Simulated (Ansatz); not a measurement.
# Abstraction of H: C2H2F4O + C4H5 → C2HF4O + C4H6

Species: C2H2F4O (1,1′-oxybis[1,1-difluoromethane]) `FC(F)OC(F)F`, singlet; C4H5 `[CH2]C#CC`, doublet; C2HF4O `F[C](F)OC(F)F`, doublet; C4H6 (2-butyne) `CC#CC`, singlet. A radical takes H: the energy is the difference in strength between two C–H bonds in different surroundings.

Shapes, held fixed at every level: PBE0-D4/def2-TZVP. Flexible molecules stand in one conformer, not always the lowest. Programs: Ansatz 0.2.0. Electronic energies: no zero-point or thermal term.

| level | kind | ΔE (kJ/mol) |
| --- | --- | --- |
| HF/def2-TZVPP | Hartree–Fock | +61.7 |
| PBE-D4/def2-TZVPP | GGA | +59.2 |
| r2SCAN-D4/def2-TZVPP | meta-GGA | +63.1 |
| B3LYP-D4/def2-TZVPP | global hybrid | +62.1 |
| PBE0-D4/def2-TZVPP | global hybrid | +58.2 |
| wB97M-V/def2-TZVPP | range-separated hybrid | +60.4 |
| B2PLYP/def2-TZVPP | double hybrid | +55.9 |

B2PLYP/def2-TZVPP gives ΔE = +55.9 kJ/mol; the levels span +55.9 to +63.1. The median of the levels is +60.4. No measured value is set beside it here. Spin contamination: C4H5 (⟨S²⟩ up to 0.94). Open shells run unrestricted unless RO is named.
